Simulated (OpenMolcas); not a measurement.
**Co VIII: effect of the basis set**

- Program: OpenMolcas 26.06
- Method: RASSCF
- Active space: 8 electrons in 8 orbitals (RAS1 3p, at most 2 holes; RAS2 3d)
- State averaging: 2S+1 = 3 even, 10 roots; 2S+1 = 1 even, 15 roots
- Spin-orbit coupling: RASSI with atomic mean-field integrals over the reference wave functions, term energies averaged over their components

A. ANO-RCC-VTZP [6s5p3d2f1g], DKH2, point nucleus; cost of the order of 15 core-seconds
B. ANO-R2 [7s5p4d2f1g], X2C, finite nucleus; cost of the order of 17 core-seconds
C. ANO-RCC-VQZP [7s6p4d3f2g1h], DKH2, point nucleus; cost about 22 core-seconds

Energies in cm-1 above 3d2 3F2, the measured ground level; measured values from Sugar and Corliss, J. Phys. Chem. Ref. Data 10, 1097 (1981).

| Level | A | B | C | Measured |
| --- | --- | --- | --- | --- |
| 3d2 3F2 | 0.0 | 0.0 | 0.0 | 0.0 |
| 3d2 3F3 | 1410 | 1430 | 1466 | 1430 |
| 3d2 3F4 | 3151 | 3196 | 3273 | 3144 |
| 3d2 1D2 | 21203 | 21576 | 21547 | 19624 |
| 3d2 3P0 | 24981 | 25388 | 25357 | 22304 |
| 3d2 3P1 | 25509 | 25923 | 25907 | 22839 |
| 3d2 3P2 | 26693 | 27125 | 27143 | 24055 |
| 3d2 1G4 | 35885 | 36445 | 36368 | 32360 |
| 3d2 1S0 | 75275 | 76447 | 76255 | 74247 |

Deviations, from unrounded energies. A percentage is the sum of absolute deviations over the sum of measured energies, with the sign that they share, or ± where signs differ.

| Against measurement | Levels | A | B | C |
| --- | --- | --- | --- | --- |
| mean absolute deviation (cm-1) | 8 | 1800 | 2200 | 2200 |
| fine structure of the ground term (%) | 2 | ±0.6 | +1.1 | +3.6 |
| other terms of the ground configuration (%) | 6 | +7.2 | +8.9 | +8.8 |

A lies closest to measurement on these levels and B furthest from it. The largest miss of A in the table is 3d2 1G4, by +3500 cm-1. The ranking rests on the paired levels alone, and a cruder setting can come out closer through cancelling errors.

Among A to C the level of the table that moves most is 3d2 1S0, by 1200 cm-1 (lowest in A, highest in B).

Without dynamic correlation excited terms often stand tens of per cent too high (terms of higher spin than the ground term too low), and those without a measured partner can miss by more than the paired ones. Active for correlation alone: 3p; no level in the range computed is led by a configuration that opens it, so any true level of that kind is missing. Computed and measured levels are paired by configuration, term and J; levels that our copy of the source lacks, or whose pairing is in doubt (as where it misses far off the trend of its configuration), stay unpaired and out of the deviations. Levels of configurations outside the active space are missing.
